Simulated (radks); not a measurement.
Problem. Valence configurations of Ti (all share [Ar]). Calculated with a radial shooting solver on a logarithmic mesh with Libxc functionals: scalar-relativistic Kohn-Sham, PBEsol, spin-polarised, spherical densities, point nucleus; open shells are filled with parallel spins first. Order these by energy: 3d3 4s1; 3d4; 3d2 4s0.5 4p1.5; 3d1 4s2 4p1; 3d3.5 4s0.5; 3d3 4s0.5 4p0.5; 3d2.5 4s1.5; 3d1.5 4s2 4p0.5; 3d2 4s1 4p1; 3d2 4s2.

Solution. From the lowest, in eV above it: 3d3 4s1 0.000; 3d2.5 4s1.5 0.070; 3d2 4s2 0.276; 3d3.5 4s0.5 0.985; 3d3 4s0.5 4p0.5 1.438; 3d4 2.149; 3d2 4s1 4p1 2.254; 3d1.5 4s2 4p0.5 2.332; 3d2 4s0.5 4p1.5 3.934; 3d1 4s2 4p1 5.291. NIST lists [Ar] 3d2 4s2 as the ground configuration; this level of theory puts 3d3 4s1 lower, by 0.276 eV. The energies are those of spherical high-spin densities, not of single terms.
